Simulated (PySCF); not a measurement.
Spectrum to structure. Method: TDDFT CAM-B3LYP/def2-SVPD, vertical, gas phase, core orbitals frozen in the response (PySCF 2.14.0, density-fitted response routines). Geometries: PBE0-D3(BJ)/def2-SVP, one conformer each.

| state | E (eV) | f | main configurations (H = HOMO, L = LUMO) |
| --- | --- | --- | --- |
| S1 | 4.36 | 0.052 | H→L (91%) |
| S2 | 5.17 | 0.056 | H-1→L (88%) |
| S3 | 6.14 | 0.021 | H-2→L (90%) |
| S4 | 6.62 | 0.020 | H-3→L (50%), H→L+2 (34%) |
| S5 | 6.79 | 0.018 | H→L+2 (42%), H-1→L+2 (24%), H-3→L (19%) |
| S6 | 7.12 | 0.0023 | H→L+1 (74%), H→L+3 (10%), H→L+2 (10%) |
| S7 | 7.38 | 0.140 | H-1→L+2 (48%), H-3→L (15%), H-2→L+2 (8%) |
| S8 | 7.77 | 0.0082 | H→L+3 (50%), H→L+4 (37%) |
| S9 | 8.01 | 0.018 | H→L+4 (55%), H→L+3 (28%) |
| S10 | 8.17 | 0.091 | H-4→L (56%), H-2→L+2 (18%) |

Question: Which structure fits?
A. `N[C@@H]1C=CC1`
B. `C1=C[C@H](B)C1`
C. `BC1=CC1`
D. `BC1C=C1`

Answer: C. Its S1, at 4.36 eV, is the lowest among the candidates; the nearest of the others has S1 at 4.64 eV. S1 is HOMO→LUMO (91%). Löwdin shares by element: HOMO carbon 73%, boron 7% (atoms not listed hold the other 20%); LUMO boron 43%, carbon 31% or more, hydrogen 8% or more (atoms not listed hold the other 18%). At the same level the other candidates give, for their lowest levels:
- `BC1C=C1`: 4.64 eV (f 0.008); 5.83 eV (f 0.001); 6.27 eV (f 0.077); 6.39 eV (f 0.040); 7.22 eV (f 0.002); T1 3.79 eV; HOMO -8.69, LUMO -0.22 eV
- `B[C@H]1C=CC1`: 4.99 eV (f 0.003); 5.76 eV (f 0.001); 6.35 eV (f 0.002); 6.94 eV (f 0.181); 7.12 eV (f 0.041); T1 4.19 eV; HOMO -8.42, LUMO -0.21 eV
- `N[C@@H]1C=CC1`: 5.95 eV (f 0.006); 6.79 eV (f 0.030); 6.98 eV (f 0.142); 7.29 eV (f 0.044); 7.47 eV (f 0.016); T1 4.23 eV; HOMO -8.22, LUMO 1.17 eV
Triplets come from the Tamm–Dancoff approximation.
